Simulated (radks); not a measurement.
Excited configurations of Er X: one electron is placed in a higher orbital outside [Kr] 4d10 4f10 5s2. The ground configuration is [Kr] 4d10 4f10 5s2 5p1. Method: scalar-relativistic Kohn-Sham, PBE, spin-polarised, spherical densities, finite nucleus; open shells are filled with parallel spins first (spin-orbit coupling, left out, can overturn this in heavy ions); Fermi nuclear charge, rms radius 5.2516 fm; computed with a radial shooting solver on a logarithmic mesh with Libxc functionals. Excitation = E - E(ground); binding = E(ion) - E, where the ion is the core of charge +10; n* = 10/sqrt(2 binding) in atomic units. These energies are relativistic, and a one-electron ion of charge +10 with no core already has n* below n in this formula (scalar-relativistic equation, point nucleus: 5d 4.999, 5f 5.000, 6s 5.998, 6p 5.999, 6d 5.999, 7s 6.998, 7p 6.999). The quantum defect is therefore taken as that value minus n*, so that it holds no relativistic shift of the bare ion.

| outer orbital | excitation (eV) | binding (eV) | n* | quantum defect | eigenvalue (eV) | <r> (bohr) |
|---|---|---|---|---|---|---|
| 5d | 42.219 | 121.43 | 3.347 | 1.652 | -114.28 | 1.477 |
| 5f | 83.290 | 80.361 | 4.115 | 0.885 | -75.076 | 1.957 |
| 6s | 64.078 | 99.574 | 3.696 | 2.301 | -95.039 | 2.109 |
| 6p | 76.205 | 87.446 | 3.944 | 2.054 | -83.505 | 2.313 |
| 6d | 93.118 | 70.533 | 4.392 | 1.607 | -67.252 | 2.690 |
| 7s | 101.77 | 61.879 | 4.689 | 2.309 | -59.229 | 3.371 |
| 7p | 107.86 | 55.789 | 4.938 | 2.060 | -53.331 | 3.647 |

The Delta-SCF ionisation energy is 163.65 eV (NIST Atomic Spectra Database: 177 eV, theoretical). Self-interaction in the functional shifts the binding energies and quantum defects, so they are the method's values and not measured ones. Open shells are spherical and high-spin; term and fine-structure splittings are not resolved. Spin-orbit splitting is averaged out at the scalar-relativistic level.
